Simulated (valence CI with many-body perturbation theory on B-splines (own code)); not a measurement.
E1 transitions of La²⁴⁺

Method: relativistic CI+MBPT: five valence electrons over a frozen Dirac-Fock core [Ar] 3d10, radial functions for each j: 11 s, 11 p, 10 d, 8 f, 5 g, 2 h, with the one-electron correlation potential Σ1, the two-electron term Σ2, the three-electron term Σ3, Breit, model QED; selected CI, second order for the rest, scaled by the run's own slope (own B-spline code, finite nucleus).

No measured spectrum was set against this ion. As an estimate, levels hold to about 250 cm⁻¹ or 0.2 % of their energy and the worst to 1 %, as in measured heavy ions of charge 2 to 7; those with d or f electrons hold less well. Among the levels kept, up to 2200 cm⁻¹ of a level comes from second order outside the variational space, and about a tenth of that is noise between levels of different J, which matters for small intervals.

Lines 51 to 100 of 552 in falling wavelength, among levels below 2057600 cm⁻¹, chosen from the strongest by gf and those to the six lowest levels. Wavelengths and rates use the calculated energies, so an error of 2000 cm⁻¹ moves a line at 151.4 Å by 0.3 % and its rate by three times that or more. Electric multipoles are in the length gauge with retardation, E1 and E2 with the static RPA response of the core. Weak lines are less certain than strong ones. Lines between different terms over intervals too small for the method are left out, as are lines whose strength nearly cancels. Where a level lies close to another of its J and parity, the split of strength between their lines is uncertain. The highest levels of a list are the least certain.

Levels are named by their leading jj configuration (3d3/2^4 stands for four electrons in 3d with j = 3/2), which in mixed levels can hold well under half, so a name can repeat and another be missing. Letters in brackets count levels of one name in rising energy.

| λ vac (Å) | Upper | Lower | A (s⁻¹) | S (a.u.) |
| --- | --- | --- | --- | --- |
| 151.4 | (4s 4p1/2^2 4p3/2 4d5/2) J=7/2 [b] | (4s^2 4p1/2^2 4d5/2) J=5/2 | 2.19e+10 | 3.00e-01 |
| 150.9 | (4s 4p1/2 4p3/2^2 4d5/2) J=7/2 [e] | (4s^2 4p1/2 4p3/2 4d5/2) J=7/2 [b] | 1.74e+10 | 2.36e-01 |
| 150.9 | (4s^2 4p1/2 4p3/2 4d3/2) J=1/2 [b] | (4s^2 4p3/2^3) J=3/2 | 8.06e+08 | 2.73e-03 |
| 150.7 | (4s 4p1/2 4p3/2^2 4d3/2) J=5/2 [c] | (4s^2 4p1/2 4p3/2 4d3/2) J=3/2 [a] | 8.37e+09 | 8.48e-02 |
| 150.6 | (4s^2 4p1/2 4p3/2 4d3/2) J=3/2 [b] | (4s^2 4p3/2^3) J=3/2 | 2.01e+09 | 1.35e-02 |
| 150.4 | (4s 4p1/2 4p3/2^2 4d5/2) J=7/2 [b] | (4s^2 4p1/2 4p3/2 4d5/2) J=5/2 [a] | 1.57e+10 | 2.10e-01 |
| 150.3 | (4s^2 4p1/2^2 4f5/2) J=5/2 [a] | (4s^2 4p1/2 4p3/2 4d3/2) J=5/2 [b] | 8.13e+09 | 8.18e-02 |
| 149.7 | (4s 4p3/2^3 4d5/2) J=9/2 [b] | (4s^2 4p3/2^2 4d5/2) J=7/2 | 1.09e+10 | 1.81e-01 |
| 149.3 | (4s 4p1/2 4p3/2^3) J=5/2 | (4s^2 4p1/2 4p3/2^2) J=3/2 | 7.96e+08 | 7.84e-03 |
| 149.3 | (4s 4p3/2^3 4d5/2) J=5/2 [a] | (4s^2 4p3/2^2 4d5/2) J=7/2 | 2.53e+10 | 2.50e-01 |
| 148.8 | (4s 4p3/2^4) J=1/2 | (4s^2 4p3/2^3) J=3/2 | 4.31e+10 | 1.40e-01 |
| 148.7 | (4s 4p1/2 4p3/2^2 4d3/2) J=7/2 [b] | (4s^2 4p1/2 4p3/2 4d3/2) J=7/2 | 2.12e+10 | 2.76e-01 |
| 148.7 | (4s 4p1/2 4p3/2^2 4d5/2) J=5/2 [c] | (4s^2 4p1/2 4p3/2 4d5/2) J=3/2 [a] | 1.87e+10 | 1.82e-01 |
| 147.9 | (4s 4p1/2 4p3/2^2 4d3/2) J=3/2 [e] | (4s^2 4p1/2 4p3/2 4d3/2) J=3/2 [b] | 2.44e+10 | 1.56e-01 |
| 147.8 | (4s 4p3/2^3 4d5/2) J=3/2 [b] | (4s^2 4p3/2^2 4d3/2) J=3/2 [b] | 1.49e+10 | 9.52e-02 |
| 147.7 | (4s 4p1/2^2 4p3/2^2) J=3/2 | (4s^2 4p1/2^2 4p3/2) J=3/2 | 3.43e+10 | 2.19e-01 |
| 147.6 | (4s 4p1/2 4p3/2^2 4d3/2) J=3/2 [e] | (4s^2 4p1/2 4p3/2 4d3/2) J=1/2 [b] | 1.48e+10 | 9.41e-02 |
| 147.2 | (4s 4p1/2 4p3/2^2 4d5/2) J=5/2 [d] | (4s^2 4p1/2 4p3/2 4d3/2) J=5/2 [b] | 1.77e+10 | 1.67e-01 |
| 146.6 | (4s 4p1/2^2 4p3/2 4d3/2) J=5/2 [b] | (4s^2 4p1/2^2 4d3/2) J=3/2 | 2.07e+10 | 1.94e-01 |
| 146.6 | (4s 4p1/2 4p3/2^2 4d5/2) J=3/2 [e] | (4s^2 4p1/2 4p3/2 4d5/2) J=3/2 [b] | 2.86e+10 | 1.78e-01 |
| 146.0 | (4s 4p1/2^2 4p3/2^2) J=1/2 | (4s^2 4p1/2^2 4p3/2) J=3/2 | 3.20e+10 | 9.81e-02 |
| 145.9 | (4s 4p3/2^3 4d5/2) J=5/2 [b] | (4s^2 4p3/2^2 4d5/2) J=5/2 [a] | 2.38e+10 | 2.18e-01 |
| 145.4 | (4s 4p1/2 4p3/2^2 4d3/2) J=1/2 [d] | (4s^2 4p1/2 4p3/2 4d3/2) J=1/2 [b] | 2.82e+10 | 8.57e-02 |
| 145.4 | (4s 4p1/2 4p3/2^2 4d5/2) J=9/2 [d] | (4s^2 4p1/2 4p3/2 4d5/2) J=9/2 | 2.50e+10 | 3.79e-01 |
| 145.1 | (4s 4p3/2^3 4d5/2) J=7/2 [d] | (4s^2 4p3/2^2 4d5/2) J=5/2 [a] | 6.80e+09 | 8.19e-02 |
| 145.0 | (4s 4p1/2 4p3/2^2 4d3/2) J=3/2 [b] | (4s^2 4p1/2 4p3/2 4d3/2) J=5/2 [a] | 2.89e+10 | 1.74e-01 |
| 144.8 | (4s^2 4p3/2 4d3/2 4d5/2) J=3/2 | (4s^2 4p3/2^2 4d5/2) J=5/2 [b] | 1.75e+10 | 1.05e-01 |
| 144.3 | (4s^2 4p1/2^2 4f5/2) J=5/2 [b] | (4s^2 4p1/2 4p3/2 4d5/2) J=5/2 [b] | 2.67e+10 | 2.37e-01 |
| 144.3 | (4s 4p1/2 4p3/2^3) J=3/2 [b] | (4s^2 4p1/2 4p3/2^2) J=5/2 | 3.98e+10 | 2.36e-01 |
| 144.2 | (4s 4p1/2 4p3/2^2 4d5/2) J=5/2 [a] | (4s^2 4p1/2 4p3/2 4d5/2) J=7/2 [a] | 1.79e+10 | 1.59e-01 |
| 144.2 | (4s 4p1/2 4p3/2^2 4d3/2) J=7/2 [b] | (4s^2 4p1/2 4p3/2 4d3/2) J=5/2 [a] | 9.48e+09 | 1.12e-01 |
| 144.2 | (4s 4p1/2 4p3/2^2 4d5/2) J=3/2 [c] | (4s^2 4p1/2 4p3/2 4d5/2) J=3/2 [a] | 1.87e+10 | 1.10e-01 |
| 144.1 | (4s 4p1/2 4p3/2^2 4d3/2) J=7/2 [c] | (4s^2 4p1/2 4p3/2 4d5/2) J=7/2 [a] | 9.91e+09 | 1.17e-01 |
| 144.1 | (4s 4p1/2 4p3/2^2 4d3/2) J=5/2 [c] | (4s^2 4p1/2 4p3/2 4d3/2) J=5/2 [a] | 1.83e+10 | 1.62e-01 |
| 143.8 | (4s 4p1/2 4p3/2^2 4d5/2) J=5/2 [g] | (4s^2 4p1/2 4p3/2 4d5/2) J=3/2 [b] | 1.03e+10 | 9.07e-02 |
| 143.7 | (4s 4p3/2^3 4d5/2) J=7/2 [b] | (4s^2 4p3/2^2 4d5/2) J=7/2 | 1.63e+10 | 1.91e-01 |
| 143.3 | (4s^2 4p1/2 4d3/2 4d5/2) J=3/2 [a] | (4s^2 4p1/2 4p3/2 4d5/2) J=5/2 [b] | 1.69e+10 | 9.81e-02 |
| 143.2 | (4s 4p1/2 4p3/2^2 4d3/2) J=5/2 [d] | (4s^2 4p1/2 4p3/2 4d3/2) J=7/2 | 3.38e+10 | 2.94e-01 |
| 143.1 | (4s^2 4p1/2 4p3/2 4d5/2) J=3/2 [b] | (4s^2 4p3/2^3) J=3/2 | 7.54e+08 | 4.37e-03 |
| 143.1 | (4s 4p1/2^2 4p3/2 4d5/2) J=3/2 | (4s^2 4p1/2^2 4d5/2) J=5/2 | 3.19e+10 | 1.84e-01 |
| 143.0 | (4s 4p1/2^2 4p3/2 4d3/2) J=1/2 [b] | (4s^2 4p1/2^2 4d3/2) J=3/2 | 2.69e+10 | 7.79e-02 |
| 142.7 | (4s 4p1/2 4p3/2^2 4d3/2) J=3/2 [d] | (4s^2 4p1/2 4p3/2 4d3/2) J=1/2 [a] | 1.66e+10 | 9.50e-02 |
| 142.6 | (4s^2 4p1/2^2 4f5/2) J=5/2 [b] | (4s^2 4p1/2 4p3/2 4d5/2) J=3/2 [b] | 9.17e+09 | 7.87e-02 |
| 142.3 | (4s 4p1/2^2 4p3/2 4d5/2) J=5/2 [b] | (4s^2 4p1/2^2 4d5/2) J=5/2 | 2.61e+10 | 2.22e-01 |
| 141.6 | (4s 4p1/2 4p3/2^2 4d5/2) J=7/2 [b] | (4s^2 4p1/2 4p3/2 4d5/2) J=7/2 [a] | 2.26e+10 | 2.54e-01 |
| 141.5 | (4s 4p1/2 4p3/2^2 4d5/2) J=5/2 [a] | (4s^2 4p1/2 4p3/2 4d3/2) J=7/2 | 1.16e+10 | 9.77e-02 |
| 141.4 | (4s^2 4p1/2 4p3/2 4d5/2) J=5/2 [b] | (4s^2 4p3/2^3) J=3/2 | 7.89e+08 | 6.61e-03 |
| 141.4 | (4s 4p1/2 4p3/2^2 4d3/2) J=7/2 [c] | (4s^2 4p1/2 4p3/2 4d3/2) J=7/2 | 1.79e+10 | 2.00e-01 |
| 140.8 | (4s 4p1/2^2 4p3/2 4d5/2) J=3/2 | (4s 4p1/2 4p3/2^3) J=5/2 | 1.39e+10 | 7.67e-02 |
| 140.6 | (4s 4p1/2 4p3/2^2 4d5/2) J=5/2 [b] | (4s^2 4p1/2 4p3/2 4d5/2) J=7/2 [a] | 1.87e+10 | 1.54e-01 |
